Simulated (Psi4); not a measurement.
H8Ge3, triplet, at the geometry of the source list (a higher spin typed on purpose: for a closed-shell molecule this is an excited state); CAM-B3LYP/def2-SV(P) (Psi4 1.11).

Here is a job for Psi4.
```
memory 2 GB

molecule mol {
0 3
  Ge    1.918200    0.707600    0.011600
  Ge    0.174200   -0.908900   -0.116600
  Ge   -2.040400   -0.049200    0.097700
  H     3.296100    0.131300   -0.142500
  H     1.802800    1.750900   -1.061800
  H     1.950100    1.477000    1.298100
  H     0.399100   -1.988700    0.907400
  H     0.280800   -1.659700   -1.425800
  H    -2.407200    0.862300   -1.036300
  H    -2.259400    0.775000    1.332600
  H    -3.114300   -1.097700    0.135600
}

set basis def2-sv(p)
set reference uks
set d_convergence 1e-8

energy('cam-b3lyp')
print_variables()
```

What the program printed (banner, timings and long lists left out):

```
   => Loading Basis Set <=

    Name: DEF2-SV(P)
    Role: ORBITAL
    Keyword: BASIS

         ---------------------------------------------------------
                                   SCF
               by Justin Turney, Rob Parrish, Andy Simmonett
                          and Daniel G. A. Smith
                              UKS Reference
         ---------------------------------------------------------

  ==> Geometry <==

    Molecular point group: c1
    Full point group: C1

    Geometry (in Angstrom), charge = 0, multiplicity = 3:

       Center              X                  Y                   Z               Mass
    ------------   -----------------  -----------------  -----------------  -----------------
         GE           1.901702771058     0.787072666401     0.013915957140    73.921177761000
         GE           0.157702771058    -0.829427333599    -0.114284042860    73.921177761000
         GE          -2.056897228942     0.030272666401     0.100015957140    73.921177761000
         H            3.279602771058     0.210772666401    -0.140184042860     1.007825032230
         H            1.786302771058     1.830372666401    -1.059484042860     1.007825032230
         H            1.933602771058     1.556472666401     1.300415957140     1.007825032230
         H            0.382602771058    -1.909227333599     0.909715957140     1.007825032230
         H            0.264302771058    -1.580227333599    -1.423484042860     1.007825032230
         H           -2.423697228942     0.941772666401    -1.033984042860     1.007825032230
         H           -2.275897228942     0.854472666401     1.334915957140     1.007825032230
         H           -3.130797228942    -1.018227333599     0.137915957140     1.007825032230

  Running in c1 symmetry.

  Rotational constants: A =      0.16505  B =      0.02597  C =      0.02296 [cm^-1]
  Rotational constants: A =   4948.13844  B =    778.54158  C =    688.28047 [MHz]
  Nuclear repulsion =  757.010454132718337

  Charge       = 0
  Multiplicity = 3
  Electrons    = 104
  Nalpha       = 53
  Nbeta        = 51

  ==> Algorithm <==

  SCF Algorithm Type is DF.
  DIIS enabled.
  MOM disabled.
  Fractional occupation disabled.
  Guess Type is SAD.
  Energy threshold   = 1.00e-06
  Density threshold  = 1.00e-08
  Integral threshold = 1.00e-12

  ==> Primary Basis <==

  Basis Set: DEF2-SV(P)
    Blend: DEF2-SV(P)
    Number of shells: 52
    Number of basis functions: 112
[...]
      Ntotal   =  103.9999555777 ; deviation = -4.442e-05

   @Spin Contamination Metric:   4.699297919E-03
   @S^2 Expected:                2.000000000E+00
   @S^2 Observed:                2.004699298E+00
   @S   Expected:                1.000000000E+00
   @S   Observed:                1.000000000E+00

    Orbital Energies [Eh]
    ---------------------

    Alpha Occupied:

[...]
    Alpha Virtual:

[...]
    Beta Occupied:

[...]
    Beta Virtual:

[...]
     112A      2.749778

    Final Occupation by Irrep:
              A
    DOCC [    51 ]
    SOCC [     2 ]
    NA   [    53 ]
    NB   [    51 ]

  @DF-UKS Final Energy: -6235.12608843027374

   => Energetics <=

    Nuclear Repulsion Energy =            757.0104541327183370
    One-Electron Energy =              -10197.9868234939513059
    Two-Electron Energy =                3393.1780842060766190
    DFT Exchange-Correlation Energy =    -187.3278032751171338
    Empirical Dispersion Energy =           0.0000000000000000
    VV10 Nonlocal Energy =                  0.0000000000000000
    Total Energy =                      -6235.1260884302737395

  UHF NO Occupations:
  HONO-2 :   51  A 1.9993022
  HONO-1 :   52  A 1.0000000
  HONO-0 :   53  A 1.0000000
  LUNO+0 :   54  A 0.0006978
  LUNO+1 :   55  A 0.0004680
  LUNO+2 :   56  A 0.0003780
  LUNO+3 :   57  A 0.0002839

Computation Completed

Properties will be evaluated at   0.000000,   0.000000,   0.000000 [a0]

Properties computed using the SCF density matrix

 Multipole Moments:

 ------------------------------------------------------------------------------------
     Multipole            Electronic (a.u.)      Nuclear  (a.u.)        Total (a.u.)
 ------------------------------------------------------------------------------------

 L = 1.  Multiply by 2.5417464519 to convert [e a0] to [Debye]
 Dipole X            :          0.2066911           -0.1959869            0.0107042
 Dipole Y            :         -0.9865371            0.9440265           -0.0425106
 Dipole Z            :         -0.0154525            0.0275135            0.0120610
 Magnitude           :                                                    0.0454665

 ------------------------------------------------------------------------------------

  Variable Map:
  ----------------------------------------------------------------------------
[...]
  Array Variable Map:
  ----------------------------------------------------------------------------
[...]
[...]
```
